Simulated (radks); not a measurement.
Spherical quantum dot in the effective-mass picture: electrons in a well V = -V0 / (1 + exp((r - R)/a)) with V0 = 1.53, R = 11.2, a = 0.66, with a point charge +1 (a donor) at the centre, all in effective atomic units (hartree* = m*/eps^2 hartree, bohr* = eps/m* bohr), one dielectric constant everywhere. Method: non-relativistic Kohn-Sham, PBE, spin-polarised, spherical densities; computed with a radial shooting solver with Libxc functionals. Levels are named by radial order and angular momentum (1s, 1p, 1d, 2s, ...), and open shells are averaged over m.

N = 6, configuration 1s2 1p(up 3, down 0) 2s(up 1, down 0). This is the lowest configuration that the search found (a dilute case). Occupied levels:

| level | occupation | eigenvalue (hartree*) | <r> (bohr*) |
|---|---|---|---|
| 1s up | 1 | -0.99111 | 3.329 |
| 1s down | 1 | -0.94823 | 4.727 |
| 2s up | 1 | -0.94570 | 5.887 |
| 1p up | 3 | -0.94081 | 7.435 |

Energy (hartree*): total -8.20355, kinetic 0.82117, external -10.894, Hartree 2.7528, exchange-correlation -0.88342.
